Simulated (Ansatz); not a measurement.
**C2H5F3SeSi: where a starting geometry ends**

The starting geometry of this gas-phase triplet was optimised with GFN2-xTB as a singlet; its bonds are those of `F[SiH2][Se]CC(F)F`.

```json
{"atom": "C", "x (Å)": "0.2566", "y (Å)": "-0.3261", "z (Å)": "1.8888"}
{"atom": "C", "x (Å)": "0.8556", "y (Å)": "0.7955", "z (Å)": "1.0718"}
{"atom": "F", "x (Å)": "-2.8501", "y (Å)": "-0.7528", "z (Å)": "0.9770"}
{"atom": "F", "x (Å)": "1.0755", "y (Å)": "1.8845", "z (Å)": "1.8476"}
{"atom": "F", "x (Å)": "-0.0005", "y (Å)": "1.1959", "z (Å)": "0.0982"}
{"atom": "Se", "x (Å)": "0.0342", "y (Å)": "-1.9433", "z (Å)": "0.7868"}
{"atom": "Si", "x (Å)": "-1.9670", "y (Å)": "-1.4173", "z (Å)": "-0.1877"}
{"atom": "H", "x (Å)": "-2.6138", "y (Å)": "-2.6690", "z (Å)": "-0.5232"}
{"atom": "H", "x (Å)": "-1.8518", "y (Å)": "-0.3928", "z (Å)": "-1.2057"}
{"atom": "H", "x (Å)": "0.9320", "y (Å)": "-0.5755", "z (Å)": "2.7073"}
{"atom": "H", "x (Å)": "-0.7138", "y (Å)": "-0.0279", "z (Å)": "2.2868"}
{"atom": "H", "x (Å)": "1.8061", "y (Å)": "0.5243", "z (Å)": "0.5884"}
```

Task: Where would you expect an optimisation with r2SCAN-D4/def2-SVP to take it?

Result: It falls apart into FH2SeSi + C2H3F2. Contacts that open: C1–Se6 (1.97 → 3.77 Å).

The energy falls by 2.09 eV over 35 steps:

```csv
step,E − E(last) (eV)
1,2.091
5,0.188
9,0.033
12,0.029
16,0.027
20,0.025
24,0.023
27,0.014
31,0.002
35,0.000
```

Final geometry (Å):

```xyz
12

C     0.5182   -0.0346    2.4051
C     0.7318    0.8637    1.2562
F    -2.1814   -0.3544    0.9783
F    -0.1719    1.8711    1.2466
F     0.5576    0.1767    0.0512
Se   -0.2755   -2.7977   -0.0369
Si   -1.9355   -1.3089   -0.3220
H    -3.1614   -2.1427   -0.4877
H    -1.7023   -0.4307   -1.4943
H     1.3367   -0.6583    2.7690
H    -0.5010   -0.1847    2.7652
H     1.7477    1.2960    1.2052
```

No frequencies were run, so the end isn't proven a minimum. Open shells are spin-unrestricted. The triplet needn't be the ground state. Run with Ansatz 0.2.0, 8 min on 2 threads of Intel(R) Xeon(R) Processor @ 2.70GHz, with other jobs on the host.
